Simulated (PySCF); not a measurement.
Ge(H)3(OSiH3), H₆GeOSi, SMILES [SiH3][O][GeH3] (PBE0/def2-SVP optimised geometry):

```
9

Ge    -1.904    -0.661     0.000
O     -0.125    -0.661     0.000
Si     1.093    -0.087    -0.963
H     -2.320    -1.394     1.282
H     -2.396     0.799     0.000
H     -2.396    -1.400    -1.258
H      1.033    -0.696    -2.330
H      2.396    -0.439    -0.329
H      1.007     1.400    -1.114
```

Method: PySCF with PBE0/def2-TZVP.

Question: What are the frontier orbital energies and the dipole moment?

Answer: HOMO-2 -9.71 eV, HOMO-1 -8.69 eV, HOMO -8.44 eV, LUMO -0.26 eV, LUMO+1 0.86 eV; dipole moment 1.17 D.

On the same geometry PBE/def2-TZVP (PySCF) gives HOMO-2 -8.37 eV, HOMO-1 -7.27 eV, HOMO -7.00 eV, LUMO -1.15 eV, LUMO+1 -0.06 eV; dipole moment 1.12 D.

Meta-Löwdin charges at PBE0/def2-TZVP: Ge1 0.63, O2 -0.82, Si3 0.73, H4 -0.06, H5 -0.07, H6 -0.07, H7 -0.12, H8 -0.10, H9 -0.12.
